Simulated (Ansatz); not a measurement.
Reaction (SMILES): OB([PH])O → OB(O)[PH-] (an electron is taken up)

Wanted: adiabatic electron affinity (0 K, with zero-point energies), in eV. Positive where the reaction releases energy. Conventions: frozen cores in correlated levels; non-relativistic; spin-orbit terms left out; UHF or UKS for open shells; no dispersion term unless named; six Cartesian d functions in 6-31G* and its kin unless marked 5d. Basis-set limits of correlation are two-point, X^-3; Hartree-Fock from the larger set. First-principles rows: single points at B3LYP-D3(BJ) geometries (Ansatz, a program for electronic structure), with unscaled harmonic terms from B3LYP/6-31G* (Ansatz) at its own minima. Sets without +, aug- or the D of def2-TZVPD hold no diffuse functions, which anions need.

```json
[
 {"species": "OB(O)[PH]", "coefficient": "+1", "E at B3LYP/6-31G* (Ansatz), Eh": "-518.51117", "E at wB97M-V/def2-TZVPD (Ansatz), Eh": "-518.53493", "zero-point energy, kcal/mol": "26.24"},
 {"species": "OB(O)[PH-]", "coefficient": "-1", "E at B3LYP/6-31G* (Ansatz), Eh": "-518.56002", "E at wB97M-V/def2-TZVPD (Ansatz), Eh": "-518.60033", "zero-point energy, kcal/mol": "25.94"}
]
```

Coupled cluster (Ansatz) is a level with limits of its own, used here on species with T1 under 0.025 (0.045 for open shells) and stable references: CCSD(T)/CBS(aug-cc-pV(T+d)Z,aug-cc-pV(Q+d)Z). Value to compare with, CCSD(T)/CBS(aug-cc-pV(T+d)Z,aug-cc-pV(Q+d)Z) (Ansatz): 1.91 eV. 1 Eh = 27.2114 eV and 1 eV = 23.0605 kcal/mol.

### Question
Work the quantity out at each level, and compare with CCSD(T)/CBS(aug-cc-pV(T+d)Z,aug-cc-pV(Q+d)Z) (Ansatz).

### Answer

- B3LYP/6-31G*: the sum of coefficient times E is 0.04885 Eh, or 1.329 eV; the thermal terms add 0.013. Result: 1.34 eV. Its difference against CCSD(T)/CBS(aug-cc-pV(T+d)Z,aug-cc-pV(Q+d)Z) (Ansatz) is -0.57 eV.
- wB97M-V/def2-TZVPD: the sum of coefficient times E is 0.06540 Eh, or 1.780 eV; the thermal terms add 0.013. Result: 1.79 eV. Its difference against CCSD(T)/CBS(aug-cc-pV(T+d)Z,aug-cc-pV(Q+d)Z) (Ansatz) is -0.12 eV.
